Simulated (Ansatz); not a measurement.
C$_{2}$H$_{9}$AlGe, SMILES `C[CH]([AlH2])[GeH3]`. The species carries charge 0 and has multiplicity 1. The geometry is a stationary point of PBE0-D4/def2-TZVP.

```xyz
13

C    -1.361    0.621    0.505
C    -0.363   -0.335   -0.158
Al    0.585   -1.530    1.061
Ge    0.958    0.678   -1.207
H    -2.163    0.082    1.017
H    -1.837    1.295   -0.216
H    -0.875    1.249    1.258
H    -0.864   -0.959   -0.910
H     1.343   -2.805    0.490
H     0.620   -1.201    2.616
H     0.237    1.686   -2.124
H     1.830   -0.257   -2.066
H     1.890    1.475   -0.268
```

What is the dipole moment at r2SCAN/def2-TZVPP? (Best estimate.)

The calculation gave: 1.09 D, with components (-1.07, 0.04, -0.18) D in this frame, pointing from negative to positive charge.

And with PBE, B3LYP, ωB97M-V? (Best estimate.)

Ansatz gave: PBE 1.08 D, B3LYP 1.05 D, ωB97M-V 1.03 D.

Give the Mulliken charges with r2SCAN, ωB97M-V, B3LYP in def2-TZVPP. (Best estimate.)

The calculation gave: 
| atom | r2SCAN | ωB97M-V | B3LYP |
| --- | --- | --- | --- |
| C1 | -0.16 | -0.34 | -0.28 |
| C2 | -0.29 | -0.42 | -0.26 |
| Al3 | 0.49 | 0.42 | 0.42 |
| Ge4 | 0.08 | 0.03 | 0.08 |
| H5 | 0.05 | 0.11 | 0.08 |
| H6 | 0.05 | 0.12 | 0.09 |
| H7 | 0.06 | 0.12 | 0.10 |
| H8 | 0.08 | 0.14 | 0.09 |
| H9 | -0.16 | -0.11 | -0.14 |
| H10 | -0.16 | -0.11 | -0.14 |
| H11 | -0.02 | 0.01 | -0.02 |
| H12 | -0.01 | 0.02 | -0.01 |
| H13 | -0.02 | 0.01 | -0.02 |

B3LYP here is the variant with VWN-RPA as its local correlation; programs differ in this.
